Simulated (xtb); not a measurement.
C₂H₅S (SMILES [CH2]SC), doublet, from a rough starting geometry; GFN2-xTB run with xtb.

xtb was given this input:
```
$ xtb mol.xyz --gfn 2 --uhf 1 --opt vtight --json

# file mol.xyz
8

C      1.53448041    -0.29738954     0.07514587
S      0.03466128    -0.45909953     1.07128599
C     -1.17219352     0.13883402    -0.13551440
H      2.38484369    -0.59502544     0.55145136
H      1.49831764     0.53711791    -0.57121596
H     -1.05010163     1.21612758    -0.23786163
H     -1.04765923    -0.33069059    -1.09640946
H     -2.16303791    -0.06005997     0.27713708
```

What the program printed (banner, timings and long lists left out):

```
   ID    Z sym.   atoms
    1    6 C      1, 3
    2   16 S      2
    3    1 H      4-8

           -------------------------------------------------
          |                Calculation Setup                |
           -------------------------------------------------

           -------------------------------------------------
          |                 G F N 2 - x T B                 |
           -------------------------------------------------

          ...................................................
          :                      SETUP                      :
          :.................................................:
          :  # basis functions                  23          :
          :  # atomic orbitals                  22          :
          :  # shells                           12          :
          :  # electrons                        19          :
          :  max. iterations                   250          :
          :  Hamiltonian                  GFN2-xTB          :
          :  restarted?                      false          :
          :  GBSA solvation                  false          :
          :  PC potential                    false          :
          :  electronic temp.          300.0000000     K    :
          :  accuracy                    1.0000000          :
          :  -> integral cutoff          0.2500000E+02      :
          :  -> integral neglect         0.1000000E-07      :
          :  -> SCF convergence          0.1000000E-05 Eh   :
          :  -> wf. convergence          0.1000000E-03 e    :
          :  Broyden damping             0.4000000          :
          :  net charge                          0          :
          :  unpaired electrons                  1          :
          ...................................................

 iter      E             dE          RMSdq      gap      omega  full diag
   1    -10.0871279 -0.100871E+02  0.367E+00    3.55       0.0  T
   2    -10.1001502 -0.130223E-01  0.200E+00    3.35       1.0  T
   3    -10.1009672 -0.816987E-03  0.857E-01    3.22       1.0  T
   4    -10.1012186 -0.251406E-03  0.346E-01    3.22       1.0  T
   5    -10.1011056  0.112950E-03  0.217E-01    3.16       1.0  T
   6    -10.1012665 -0.160877E-03  0.440E-02    3.20       1.0  T
   7    -10.1012667 -0.202196E-06  0.913E-03    3.20       3.9  T
   8    -10.1012668 -0.520298E-07  0.333E-03    3.20      10.6  T
   9    -10.1012668 -0.217914E-07  0.122E-03    3.20      28.9  T
  10    -10.1012668 -0.158486E-08  0.187E-04    3.20     189.2  T
  11    -10.1012668 -0.606519E-10  0.103E-04    3.20     344.7  T

   *** convergence criteria satisfied after 11 iterations ***

         :::::::::::::::::::::::::::::::::::::::::::::::::::::
         ::                     SUMMARY                     ::
         :::::::::::::::::::::::::::::::::::::::::::::::::::::
         :: total energy              -9.982830883615 Eh    ::
         :: gradient norm              0.091822216631 Eh/a0 ::
         :: HOMO-LUMO gap              3.203734694644 eV    ::
         ::.................................................::
         :: SCC energy               -10.101266465379 Eh    ::
         :: -> isotropic ES            0.002954802456 Eh    ::
         :: -> anisotropic ES          0.001206462330 Eh    ::
         :: -> anisotropic XC          0.007364313108 Eh    ::
         :: -> dispersion             -0.003449717569 Eh    ::
         :: repulsion energy           0.118435581764 Eh    ::
         :: add. restraining           0.000000000000 Eh    ::
         :: total charge              -0.000000000000 e     ::
         :::::::::::::::::::::::::::::::::::::::::::::::::::::

      -----------------------------------------------------------
     |                   =====================                   |
     |                        A N C O P T                        |
     |                   =====================                   |
[...]
 * total energy  :    -9.9899618 Eh     change       -0.9109055E-04 Eh
 * total energy  :    -9.9899967 Eh     change       -0.3488522E-04 Eh
 * total energy  :    -9.9900041 Eh     change       -0.7393418E-05 Eh
 * total energy  :    -9.9900152 Eh     change       -0.1106181E-04 Eh
 * total energy  :    -9.9900240 Eh     change       -0.8794057E-05 Eh
 * total energy  :    -9.9900275 Eh     change       -0.3529104E-05 Eh
 * total energy  :    -9.9900291 Eh     change       -0.1639351E-05 Eh
 * total energy  :    -9.9900299 Eh     change       -0.7910647E-06 Eh
 * total energy  :    -9.9900304 Eh     change       -0.4183653E-06 Eh
 * total energy  :    -9.9900306 Eh     change       -0.2266380E-06 Eh
 * total energy  :    -9.9900307 Eh     change       -0.1179928E-06 Eh
 * total energy  :    -9.9900308 Eh     change       -0.7765156E-07 Eh
   *** GEOMETRY OPTIMIZATION CONVERGED AFTER 15 ITERATIONS ***
         :: total energy              -9.990030774941 Eh    ::
[...]
         4        2.0000           -0.5092298             -13.8568
         5        2.0000           -0.5086892             -13.8421
         6        2.0000           -0.4983150             -13.5598
         7        2.0000           -0.4592128             -12.4958
         8        2.0000           -0.4481481             -12.1947
         9        2.0000           -0.4045390             -11.0081
        10        1.0000           -0.2993806              -8.1466 (HOMO)
        11                         -0.1911637              -5.2018 (LUMO)
        12                         -0.1198535              -3.2614
        13                         -0.0006985              -0.0190
        14                          0.0067071               0.1825
        15                          0.0405071               1.1023
        16                          0.1257746               3.4225
        17                          0.1810772               4.9274
        18                          0.2121831               5.7738
        19                          0.2219231               6.0388
        20                          0.2469326               6.7194
        21                          0.3414035               9.2901
        22                          0.5413323              14.7304
      -------------------------------------------------------------
                  HL-Gap            0.1082169 Eh            2.9447 eV
             Fermi-level           -0.2986160 Eh           -8.1258 eV

     #   Z          covCN         q      C6AA      α(0)
     1   6 C        2.828    -0.107    30.695     9.079
     2  16 S        1.945    -0.084   144.532    20.234
     3   6 C        3.744    -0.062    21.756     6.654
     4   1 H        0.927     0.038     2.482     2.463
     5   1 H        0.926     0.032     2.555     2.500
     6   1 H        0.925     0.059     2.214     2.327
     7   1 H        0.925     0.062     2.171     2.304
     8   1 H        0.925     0.061     2.182     2.310

 Mol. C6AA /au·bohr⁶  :        887.516496
 Mol. C8AA /au·bohr⁸  :      27297.493936
 Mol. α(0) /au        :         47.870737

Wiberg/Mayer (AO) data.
largest (>0.10) Wiberg bond orders for each atom

 ---------------------------------------------------------------------------
     #   Z sym  total        # sym  WBO       # sym  WBO       # sym  WBO
 ---------------------------------------------------------------------------
     1   6 C    3.459 --     2 S    1.469     5 H    0.980     4 H    0.979
     2  16 S    2.515 --     1 C    1.469     3 C    1.002
     3   6 C    3.978 --     2 S    1.002     8 H    0.984     6 H    0.982
                             7 H    0.982
     4   1 H    0.999 --     1 C    0.979
     5   1 H    0.999 --     1 C    0.980
     6   1 H    0.997 --     3 C    0.982
     7   1 H    0.996 --     3 C    0.982
     8   1 H    0.996 --     3 C    0.984
 ---------------------------------------------------------------------------

Topologies differ in total number of bonds
Writing topology from bond orders to xtbtopo.mol

molecular dipole:
                 x           y           z       tot (Debye)
 q only:       -0.404       0.199      -0.281
   full:       -0.358       0.439      -0.514       1.944
molecular quadrupole (traceless):
                xx          xy          yy          xz          yz          zz
 q only:        1.191      -0.083      -0.412       0.214       0.170      -0.779
  q+dip:        1.953       0.338      -0.020       0.322       0.703      -1.933
   full:        2.367       0.157      -0.443       0.604       0.599      -1.924

optimized geometry written to: xtbopt.xyz

           -------------------------------------------------
          | TOTAL ENERGY               -9.990030774941 Eh   |
          | GRADIENT NORM               0.000035097851 Eh/α |
          | HOMO-LUMO GAP               2.944731676111 eV   |
           -------------------------------------------------

normal termination of xtb
```
